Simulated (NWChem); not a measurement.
## Atomisation of F$_{2}$Zn

SMILES: [F][Zn][F]
```xyz
3

Zn     0.0000     0.0000     0.0000
F      0.0000     0.0000     1.7300
F      0.0000     0.0000    -1.7300
```
Charge 0, spin multiplicity 1.

The numbers come from NWChem runs, not from measurements. Structure: optimised with PBE0/def2-SVP, a minimum by its harmonic frequencies.

Basis set: def2-TZVP. The atomisation energy is electronic alone: no zero-point, thermal, spin-orbit or counterpoise terms. No value is extrapolated to the basis-set limit. Free atoms are single determinants with multiplicities Zn 1, F 2.

The structure started from a generated list of species. No SCF solution was tested for a lower state. Open-shell Hartree-Fock references start from PBE0 orbitals.

**Question.** For the atomisation energy, PBE gives 193.6 kcal/mol and BLYP gives 184.7 kcal/mol. What do BP86, HF, LDA (SVWN5) give?

**Answer.** BP86: 191.1 kcal/mol; HF: 124.0 kcal/mol; LDA (SVWN5): 228.9 kcal/mol.
